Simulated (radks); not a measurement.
The numbers below are computed, except where a source is named.
Orbital eigenvalues (eV) of neutral ruthenium, [Kr] 4d7 5s1, at several levels of relativity; Dirac values are averaged over j with weights 2j + 1. Spin-unpolarised spherical Kohn-Sham, PBEsol, point nucleus unless stated (finite: rms radius 4.4809 fm), a radial shooting solver on a logarithmic mesh with Libxc functionals. A level marked "c x" has the speed of light scaled by that factor and shares open shells by 2j + 1; other Dirac levels either fill j = l - 1/2 first or share by 2j + 1.

shell,non-rel.,scalar-rel.,"Dirac, 2j+1 shares","Dirac, 2j+1 shares, finite nucleus","change of magnitude, last against first (%)"
1s,-21319,-21925,-21913,-21912,+2.78
2s,-3009.3,-3152.5,-3150.1,-3150.1,+4.68
2p,-2784.7,-2824.0,-2824.1,-2824.1,+1.41
3s,-527.49,-554.89,-554.51,-554.49,+5.12
3p,-439.37,-446.95,-447.05,-447.05,+1.75
3d,-277.10,-273.13,-272.90,-272.91,-1.51
4s,-71.426,-76.315,-76.275,-76.272,+6.78
4p,-45.231,-46.380,-46.426,-46.426,+2.64
4d,-5.5388,-5.2169,-5.2197,-5.2198,-5.76
5s,-3.9198,-4.2687,-4.2691,-4.2689,+8.91
